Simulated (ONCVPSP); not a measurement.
## phosphorus: variants of one ONCV potential

Base potential:

P (Z = 15), optimised norm-conserving Vanderbilt (ONCV), made with ONCVPSP 4.0.1 (revPBE, scalar-relativistic). Core [Ne], reference 3s2 3p1.5 (charge +1.5). Waves: 3s: rc 1.65 bohr, ncon 5, nbas 9, qcut 3.4 1/bohr, 1 projector; 3p: rc 1.30 bohr, ncon 3, nbas 6, qcut 6 1/bohr, 3 projectors, debl 3.8 Ha; d scattering state at 0.05 Ha: rc 1.50 bohr, ncon 3, nbas 6, qcut 7.5 1/bohr, 2 projectors, debl 1.1 Ha. Local part: polynomial inside 0.90 bohr (lpopt 5, dvloc0 3 Ha). Core correction: polynomial model core, fcfact 0.75.

Cutoffs, loose and tight: the cutoffs (Ha) at which the residual kinetic energy of the hardest occupied pseudo-wave falls to 1 and 0.1 mHa per electron. They do not see the model core or the augmentation charge, which bear on the density cutoff. Test errors are all-electron minus pseudo excitation energies from the reference, over the configurations 3s2 3p3; 3s2 3p2; 3s2 3p1; 3s2 3p2.5. A dash means not determined; rows that change the core or the reference have their own tests.

A true bound ghost makes a file unfit for plane-wave use even where its test errors are small: the radial tests pick states by their node count and pass the ghost by.

| change | outcome | cutoff, loose | cutoff, tight | bound ghosts | GHOST(+) flags above zero | largest test error (meV) |
| --- | --- | --- | --- | --- | --- | --- |
| base | generated | 45 Ha | 76 Ha | p | s, p | +11 |
| d: nbas 7 | generated | 45 Ha | 76 Ha | p | s, p | +11 |
| local potential polynomial inside 0.90 bohr (lpopt 5, dvloc0 -1 Ha) | generated | 45 Ha | 76 Ha | p | p | 4 of 4 tests not solved or not reliable |
| d: qcut 7.4 | generated | 45 Ha | 76 Ha | p | s, p | +11 |
| d: nproj 3 | generated | 45 Ha | 76 Ha | p | s, p, d | +11 |
| core correction polynomial model core, fcfact 0.25 | generated | 45 Ha | 76 Ha | p | s, p | +12 |
| local potential polynomial inside 0.90 bohr (lpopt 5, dvloc0 6 Ha) | generated | 45 Ha | 76 Ha | p | p | +9.3 |

(1) What comes out with this change to the base: functional PBEsol?

(2) What comes out with this change to the base: s: rc 2.34?

Answers

(1) outcome: generated; cutoff, loose: 53 Ha; cutoff, tight: 77 Ha; bound ghosts: p; GHOST(+) flags above zero: s, p; largest test error (meV): +12.

(2) outcome: generated; cutoff, loose: 8.7 Ha; cutoff, tight: 61 Ha; bound ghosts: p; GHOST(+) flags above zero: s, p; largest test error (meV): +24.
